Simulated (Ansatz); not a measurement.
Ansatz (an electronic-structure program) input (B3LYP-D3(BJ)/def2-TZVP):

Ansatz 0.2 input:
```yaml
crystal:
  periodic: [false, false, false]
  atoms:
    - {symbol: Mo, position_ang: [0.02119759, -0.04119140, -0.12523581]}
    - {symbol: O, position_ang: [-1.34009021, -1.01307945, 0.08900324]}
    - {symbol: O, position_ang: [-0.42953417, 1.51621963, -0.58878839]}
    - {symbol: F, position_ang: [1.47407737, -0.25500918, 1.02868722]}
basis:
  gaussian:
    orbitals: def2-TZVP
hamiltonian:
  xc: b3lyp
  dispersion: d3bj
magnetization: {spin_polarized: true, initial_magnetization: 1}
phonons: {temperatures: {t_min: 298.15, t_max: 298.15, t_step: 100}}
```

Output:

```
Functional definition: B3LYP
integrals: 0.04 GiB planned
829 factors; their error is unknown
mean field: 0.57 GiB planned
mean field evaluation 1: about -8654.6057 eV, gradient 7.5e1 eV
mean field evaluation 2: about -8355.0197 eV, gradient 2.6e2 eV
mean field evaluation 4: about -8670.3239 eV, gradient 3.2e1 eV
mean field evaluation 8: about -8673.2786 eV, gradient 1.9e-1 eV
mean field evaluation 16: about -8673.3582 eV, gradient 1.6e-3 eV
mean field -8673.35820637 eV, -318.7400350709 hartree, gradient 2.6e-5 eV, S^2 0.754772; 0 other end points of the search recorded, 0 dependent functions left out
the calculation of the forces begins
reference -8673.35845132 eV, -318.7400440724 hartree; 20, 19 occupied and 113, 114 virtual orbitals, 829 factors
these checks for a lower state are left out or cut short: stability, starts, cluster_reference, orbital_swaps, neighbouring_geometries, increment
integrals: 0.04 GiB planned
829 factors; their error is unknown
mean field: 0.57 GiB planned
mean field evaluation 32: about -8673.3580 eV, gradient 1.7e-6 eV
mean field -8673.35801455 eV, -318.7400280213 hartree, gradient 1.2e-6 eV, S^2 0.754809; 0 other end points of the search recorded, 0 dependent functions left out
the calculation of the forces begins
reference -8673.35825952 eV, -318.7400370239 hartree; 20, 19 occupied and 113, 114 virtual orbitals, 829 factors
these checks for a lower state are left out or cut short: stability, starts, cluster_reference, orbital_swaps, neighbouring_geometries, increment
integrals: 0.04 GiB planned
829 factors; their error is unknown
mean field: 0.57 GiB planned
mean field -8673.35801721 eV, -318.7400281191 hartree, gradient 1.2e-6 eV, S^2 0.754737; 0 other end points of the search recorded, 0 dependent functions left out
the calculation of the forces begins
reference -8673.35826212 eV, -318.7400371195 hartree; 20, 19 occupied and 113, 114 virtual orbitals, 829 factors
these checks for a lower state are left out or cut short: stability, starts, cluster_reference, orbital_swaps, neighbouring_geometries, increment
integrals: 0.04 GiB planned
829 factors; their error is unknown
mean field: 0.57 GiB planned
mean field -8673.35807093 eV, -318.7400300936 hartree, gradient 2.3e-6 eV, S^2 0.754784; 0 other end points of the search recorded, 0 dependent functions left out
the calculation of the forces begins
reference -8673.35831587 eV, -318.7400390947 hartree; 20, 19 occupied and 113, 114 virtual orbitals, 829 factors
these checks for a lower state are left out or cut short: stability, starts, cluster_reference, orbital_swaps, neighbouring_geometries, increment
integrals: 0.04 GiB planned
829 factors; their error is unknown
mean field: 0.57 GiB planned
mean field -8673.35807403 eV, -318.7400302073 hartree, gradient 2.3e-6 eV, S^2 0.754762; 0 other end points of the search recorded, 0 dependent functions left out
the calculation of the forces begins
reference -8673.35831898 eV, -318.7400392092 hartree; 20, 19 occupied and 113, 114 virtual orbitals, 829 factors
these checks for a lower state are left out or cut short: stability, starts, cluster_reference, orbital_swaps, neighbouring_geometries, increment
integrals: 0.04 GiB planned
829 factors; their error is unknown
mean field: 0.57 GiB planned
mean field -8673.35807664 eV, -318.7400303033 hartree, gradient 2.1e-6 eV, S^2 0.754739; 0 other end points of the search recorded, 0 dependent functions left out
the calculation of the forces begins
reference -8673.35832156 eV, -318.7400393040 hartree; 20, 19 occupied and 113, 114 virtual orbitals, 829 factors
these checks for a lower state are left out or cut short: stability, starts, cluster_reference, orbital_swaps, neighbouring_geometries, increment
integrals: 0.04 GiB planned
829 factors; their error is unknown
mean field: 0.57 GiB planned
mean field evaluation 64: about -8673.2791 eV, gradient 2.3e-4 eV
mean field -8673.35811195 eV, -318.7400316009 hartree, gradient 2.2e-6 eV, S^2 0.754807; 0 other end points of the search recorded, 0 dependent functions left out
the calculation of the forces begins
reference -8673.35835692 eV, -318.7400406033 hartree; 20, 19 occupied and 113, 114 virtual orbitals, 829 factors
these checks for a lower state are left out or cut short: stability, starts, cluster_reference, orbital_swaps, neighbouring_geometries, increment
integrals: 0.04 GiB planned
829 factors; their error is unknown
mean field: 0.57 GiB planned
mean field -8673.35813169 eV, -318.7400323263 hartree, gradient 1.7e-6 eV, S^2 0.754745; 0 other end points of the search recorded, 0 dependent functions left out
the calculation of the forces begins
reference -8673.35837665 eV, -318.7400413283 hartree; 20, 19 occupied and 113, 114 virtual orbitals, 829 factors
these checks for a lower state are left out or cut short: stability, starts, cluster_reference, orbital_swaps, neighbouring_geometries, increment
integrals: 0.04 GiB planned
829 factors; their error is unknown
mean field: 0.57 GiB planned
mean field -8673.35816446 eV, -318.7400335305 hartree, gradient 2.1e-6 eV, S^2 0.754800; 0 other end points of the search recorded, 0 dependent functions left out
the calculation of the forces begins
reference -8673.35840939 eV, -318.7400425315 hartree; 20, 19 occupied and 113, 114 virtual orbitals, 829 factors
these checks for a lower state are left out or cut short: stability, starts, cluster_reference, orbital_swaps, neighbouring_geometries, increment
integrals: 0.04 GiB planned
829 factors; their error is unknown
mean field: 0.57 GiB planned
mean field -8673.35820034 eV, -318.7400348491 hartree, gradient 1.3e-6 eV, S^2 0.754774; 0 other end points of the search recorded, 0 dependent functions left out
the calculation of the forces begins
reference -8673.35844528 eV, -318.7400438504 hartree; 20, 19 occupied and 113, 114 virtual orbitals, 829 factors
these checks for a lower state are left out or cut short: stability, starts, cluster_reference, orbital_swaps, neighbouring_geometries, increment
integrals: 0.04 GiB planned
829 factors; their error is unknown
mean field: 0.57 GiB planned
mean field evaluation 96: about -8673.3582 eV, gradient 1.3e-6 eV
mean field -8673.35820128 eV, -318.7400348838 hartree, gradient 1.3e-6 eV, S^2 0.754772; 0 other end points of the search recorded, 0 dependent functions left out
the calculation of the forces begins
reference -8673.35844623 eV, -318.7400438854 hartree; 20, 19 occupied and 113, 114 virtual orbitals, 829 factors
these checks for a lower state are left out or cut short: stability, starts, cluster_reference, orbital_swaps, neighbouring_geometries, increment
integrals: 0.04 GiB planned
829 factors; their error is unknown
mean field: 0.57 GiB planned
mean field -8673.35818054 eV, -318.7400341215 hartree, gradient 1.3e-6 eV, S^2 0.754782; 0 other end points of the search recorded, 0 dependent functions left out
the calculation of the forces begins
reference -8673.35842550 eV, -318.7400431238 hartree; 20, 19 occupied and 113, 114 virtual orbitals, 829 factors
these checks for a lower state are left out or cut short: stability, starts, cluster_reference, orbital_swaps, neighbouring_geometries, increment
integrals: 0.04 GiB planned
829 factors; their error is unknown
mean field: 0.57 GiB planned
mean field -8673.35813436 eV, -318.7400324244 hartree, gradient 1.2e-6 eV, S^2 0.754763; 0 other end points of the search recorded, 0 dependent functions left out
the calculation of the forces begins
reference -8673.35837928 eV, -318.7400414251 hartree; 20, 19 occupied and 113, 114 virtual orbitals, 829 factors
these checks for a lower state are left out or cut short: stability, starts, cluster_reference, orbital_swaps, neighbouring_geometries, increment
integrals: 0.04 GiB planned
829 factors; their error is unknown
mean field: 0.57 GiB planned
mean field -8673.35819566 eV, -318.7400346773 hartree, gradient 1.9e-6 eV, S^2 0.754773; 0 other end points of the search recorded, 0 dependent functions left out
the calculation of the forces begins
reference -8673.35844062 eV, -318.7400436792 hartree; 20, 19 occupied and 113, 114 virtual orbitals, 829 factors
these checks for a lower state are left out or cut short: stability, starts, cluster_reference, orbital_swaps, neighbouring_geometries, increment
integrals: 0.04 GiB planned
829 factors; their error is unknown
mean field: 0.57 GiB planned
mean field -8673.35817660 eV, -318.7400339766 hartree, gradient 1.7e-6 eV, S^2 0.754772; 0 other end points of the search recorded, 0 dependent functions left out
the calculation of the forces begins
reference -8673.35842153 eV, -318.7400429776 hartree; 20, 19 occupied and 113, 114 virtual orbitals, 829 factors
Total energy: -8673.49041361 eV, -318.7448935973 hartree
Atom 0 at     0.021198    -0.041191    -0.125236 Å, force    -0.000601     0.000091    -0.000469 eV/Å
Atom 1 at    -1.340090    -1.013079     0.089003 Å, force     0.000098     0.000101    -0.000005 eV/Å
Atom 2 at    -0.429534     1.516220    -0.588788 Å, force     0.000015    -0.000128     0.000056 eV/Å
Atom 3 at     1.474077    -0.255009     1.028687 Å, force     0.000488    -0.000064     0.000418 eV/Å
Dipole moment:     0.318345    -0.171976    -0.214088 e Å
Vibrations: 141.51 215.05 340.29 684.26 1001.54 1042.40 cm⁻¹, zero-point energy 0.212326 eV
```

The spin state was set by rule; other spins were not relaxed.
